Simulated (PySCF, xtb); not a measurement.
silanone (H2OSi), SMILES O=[SiH2].

GFN2-xTB run with xtb at its own geometry gives an orbital gap of 4.76 eV and a dipole moment of 3.77 D.

Coordinates come from a B3LYP-D3(BJ)/def2-TZVP optimisation.

Task: What does ωB97X/def2-TZVPD (PySCF) give? (Estimate from the structure and the level; the computed values follow.)

Result: gap 10.56 eV (levels -10.73 and -0.17 eV), dipole 3.95 D.
